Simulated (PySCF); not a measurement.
Geometry:
| atom | x (Å) | y (Å) | z (Å) |
| --- | --- | --- | --- |
| C1 | -2.487 | -0.022 | 0.875 |
| C2 | -1.124 | -0.045 | 0.292 |
| N3 | -0.058 | 0.022 | 0.982 |
| N4 | 1.042 | -0.039 | 0.196 |
| Si5 | 2.621 | 0.238 | 0.831 |
| C6 | 0.671 | -0.124 | -1.222 |
| C7 | -0.861 | -0.161 | -1.200 |
| H8 | -3.033 | -0.923 | 0.595 |
| H9 | -3.044 | 0.837 | 0.501 |
| H10 | -2.421 | 0.038 | 1.957 |
| H11 | 3.080 | 1.612 | 0.569 |
| H12 | 3.509 | -0.685 | 0.116 |
| H13 | 2.505 | -0.029 | 2.255 |
| H14 | 1.113 | -1.024 | -1.656 |
| H15 | 1.061 | 0.745 | -1.759 |
| H16 | -1.315 | 0.667 | -1.747 |
| H17 | -1.266 | -1.095 | -1.594 |

[PySCF: GFN2-xTB geometry; σ from GIAO-PBE0/pcSseg-1; relativity neglected; a single conformation; gas phase; one averaged value for each set of equivalent atoms]

Predict the 2D correlation tables (HSQC, COSY, HMBC).

Results:



HSQC (one-bond C–H):
```tsv
δH	δC
3.55 (H14/H15)	50.0 (C6)
2.74 (H16/H17)	39.7 (C7)
2.00 (H8/H9/H10)	17.9 (C1)
```

COSY cross peaks (H two or three bonds apart, from the bond graph; peaks can be absent where the dihedral angle is near 90°):
```tsv
δH	δH
3.55 (H14/H15)	2.74 (H16/H17)
```

HMBC (two and three bonds, from the bond graph):
```tsv
δH	δC
4.84 (H11/H12/H13)	50.0 (C6)
3.55 (H14/H15)	145.3 (C2), 39.7 (C7)
2.74 (H16/H17)	145.3 (C2), 50.0 (C6), 17.9 (C1)
2.00 (H8/H9/H10)	145.3 (C2), 39.7 (C7)
```

Scale: TMS for 1H, 13C (reference shieldings calculated alike).

Shifts are as computed. Against solution values, carbons near 30 ppm lie about +3 ppm off and those near 130 ppm about +5 ppm. Of 1211 compounds with measured shifts, 218 miss one by over three times the rms of a fit or turn the order of signals round; such compounds aren't used in these exercises.
